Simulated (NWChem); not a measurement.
All runs are NWChem calculations. System: GeO, charge 0, spin multiplicity 1, displaced from the optimised geometry.

Input file:

```
start mol
memory heap 200 mb stack 900 mb global 1100 mb
geometry units angstroms nocenter noautoz noautosym
  Ge     0.000000     0.000000     1.978332
  O      0.000000     0.000000    -1.318888
end
basis spherical
  * library def2-svp
end
dft
  xc xpbe96 cpbe96
  semidirect memsize 60000000 filesize 0
  iterations 100
end
task dft energy
```

The output up to the point where the run's verdict is printed (cleaned and shortened):

```
             Northwest Computational Chemistry Package (NWChem) 7.3.0
             --------------------------------------------------------

                                NWChem Input Module
                                -------------------

 Scaling coordinates for geometry "geometry" by  1.889725989
 (inverse scale =  0.529177249)

                             Geometry "geometry" -> ""
                             -------------------------

 Output coordinates in angstroms (scale by  1.889725989 to convert to a.u.)

  No.       Tag          Charge          X              Y              Z
 ---- ---------------- ---------- -------------- -------------- --------------
    1 Ge                  32.0000     0.00000000     0.00000000     1.97833200
    2 O                    8.0000     0.00000000     0.00000000    -1.31888800

 Effective nuclear repulsion energy (a.u.)      41.0859377730

            Nuclear Dipole moment (a.u.)
            ----------------------------
        X                 Y               Z
 ---------------- ---------------- ----------------
     0.0000000000     0.0000000000    99.6934771851


 Summary of "ao basis" -> "" (spherical)
 ------------------------------------------------------------------------------
       Tag                 Description            Shells   Functions and Types
 ---------------- ------------------------------  ------  ---------------------
 *                          def2-svp                  on all atoms

  pbe96 is a nonlocal functional; adding pw91lda local functional.

                                 NWChem DFT Module
                                 -----------------

 Summary of "ao basis" -> "ao basis" (spherical)
 ------------------------------------------------------------------------------
       Tag                 Description            Shells   Functions and Types
 ---------------- ------------------------------  ------  ---------------------
 Ge                         def2-svp                12       32   5s4p3d
 O                          def2-svp                 6       14   3s2p1d

 Summary of "ao basis" -> "ao basis" (spherical)
[...]
 d= 0,ls=0.5,diis    52  -2144.3762149629 -7.77D-01  2.72D-02  3.34D+01     8.4
 d= 0,ls=0.5,diis    53  -2143.2647496288  1.11D+00  1.35D-02  3.39D+01     8.6
 d= 0,ls=0.5,diis    54  -2142.9185784186  3.46D-01  2.30D-01  3.32D+01     8.7
 d= 0,ls=0.5,diis    55  -2129.7673422426  1.32D+01  1.36D-01  3.80D+01     8.8
 d= 0,ls=0.5,diis    56  -2148.6875976611 -1.89D+01  1.92D-02  1.64D+01     9.0
 d= 0,ls=0.5,diis    57  -2149.5780487904 -8.90D-01  7.93D-02  9.86D+00     9.1
 d= 0,ls=0.5,diis    58  -2144.8545422178  4.72D+00  8.94D-03  1.90D+01     9.2
 d= 0,ls=0.5,diis    59  -2144.7105551392  1.44D-01  1.28D-02  1.40D+01     9.4
 d= 0,ls=0.5,diis    60  -2145.7548137419 -1.04D+00  9.98D-03  1.69D+01     9.5
 d= 0,ls=0.5,diis    61  -2146.8848749444 -1.13D+00  1.10D-02  1.85D+01     9.6
 d= 0,ls=0.5,diis    62  -2148.1587080554 -1.27D+00  3.86D-02  1.64D+01     9.7
 d= 0,ls=0.5,diis    63  -2151.0940485729 -2.94D+00  1.73D-02  8.45D-01     9.9
 d= 0,ls=0.5,diis    64  -2150.9477285807  1.46D-01  7.78D-03  3.27D+00    10.0
 d= 0,ls=0.5,diis    65  -2150.7512382714  1.96D-01  5.39D-03  4.21D+00    10.2
 d= 0,ls=0.5,diis    66  -2150.5768248843  1.74D-01  6.33D-03  4.71D+00    10.3
 d= 0,ls=0.5,diis    67  -2150.3433030302  2.34D-01  4.53D-03  5.27D+00    10.4
 d= 0,ls=0.5,diis    68  -2150.2081616140  1.35D-01  2.69D-03  5.36D+00    10.6
  Resetting Diis
 d= 0,ls=0.5,diis    69  -2150.1644856603  4.37D-02  4.84D-03  5.15D+00    10.7
 d= 0,ls=0.5,diis    70  -2150.3284544234 -1.64D-01  8.43D-02  3.84D+00    10.8
 d= 0,ls=0.5,diis    71  -2143.3733964923  6.96D+00  2.50D-02  1.87D+01    10.9
 d= 0,ls=0.5,diis    72  -2144.5408671981 -1.17D+00  1.70D-02  1.31D+01    11.1
 d= 0,ls=0.5,diis    73  -2145.9652385324 -1.42D+00  1.41D-02  1.79D+01    11.2
 d= 0,ls=0.5,diis    74  -2147.7138779621 -1.75D+00  6.45D-03  2.04D+01    11.3
 d= 0,ls=0.5,diis    75  -2148.4792647256 -7.65D-01  1.59D-02  1.92D+01    11.5
 d= 0,ls=0.5,diis    76  -2150.2776146418 -1.80D+00  2.37D-02  8.54D+00    11.6
 d= 0,ls=0.5,diis    77  -2151.2148744223 -9.37D-01  1.23D-02  3.53D-01    11.8
 d= 0,ls=0.5,diis    78  -2150.9317009898  2.83D-01  7.91D-03  2.76D+00    11.9
 d= 0,ls=0.5,diis    79  -2150.6403834123  2.91D-01  4.82D-03  4.04D+00    12.1
 d= 0,ls=0.5,diis    80  -2150.4856380187  1.55D-01  2.88D-03  4.25D+00    12.2
 d= 0,ls=0.5,diis    81  -2150.4555178516  3.01D-02  2.37D-03  3.96D+00    12.3
 d= 0,ls=0.5,diis    82  -2150.4838711589 -2.84D-02  1.22D-03  3.66D+00    12.5
 d= 0,ls=0.5,diis    83  -2150.4814623040  2.41D-03  3.02D-03  3.63D+00    12.6
 d= 0,ls=0.5,diis    84  -2150.5850226161 -1.04D-01  1.93D-03  3.13D+00    12.7
 d= 0,ls=0.5,diis    85  -2150.6397278509 -5.47D-02  1.44D-03  3.02D+00    12.9
 d= 0,ls=0.5,diis    86  -2150.6820019834 -4.23D-02  2.41D-03  2.93D+00    13.0
 d= 0,ls=0.5,diis    87  -2150.7715588941 -8.96D-02  6.25D-03  2.57D+00    13.2
 d= 0,ls=0.5,diis    88  -2151.0007770996 -2.29D-01  6.59D-03  1.35D+00    13.3
 d= 0,ls=0.5,diis    89  -2151.1724480431 -1.72D-01  2.37D-03  4.09D-01    13.5
 d= 0,ls=0.5,diis    90  -2151.1748337649 -2.39D-03  1.35D-03  4.91D-01    13.6
 d= 0,ls=0.5,diis    91  -2151.1909039423 -1.61D-02  9.97D-04  4.15D-01    13.7
 d= 0,ls=0.5,diis    92  -2151.2028155371 -1.19D-02  6.34D-04  3.44D-01    13.9
 d= 0,ls=0.5,diis    93  -2151.1998074159  3.01D-03  1.14D-03  3.82D-01    14.0
 d= 0,ls=0.5,diis    94  -2151.1814865954  1.83D-02  7.82D-04  5.28D-01    14.1
 d= 0,ls=0.5,diis    95  -2151.1937279373 -1.22D-02  1.19D-03  4.31D-01    14.2
 d= 0,ls=0.5,diis    96  -2151.2125395771 -1.88D-02  8.90D-04  2.91D-01    14.4
 d= 0,ls=0.5,diis    97  -2151.2240561142 -1.15D-02  7.75D-04  2.05D-01    14.5
 d= 0,ls=0.5,diis    98  -2151.2324322816 -8.38D-03  2.82D-04  1.42D-01    14.6
 d= 0,ls=0.5,diis    99  -2151.2338827872 -1.45D-03  2.29D-04  1.34D-01    14.8
 d= 0,ls=0.5,diis   100  -2151.2355134842 -1.63D-03  5.08D-04  1.23D-01    14.9
```

Convergence was not reached. The next line reads: Calculation failed to converge. NWChem stopped with the message: dft energy failed.
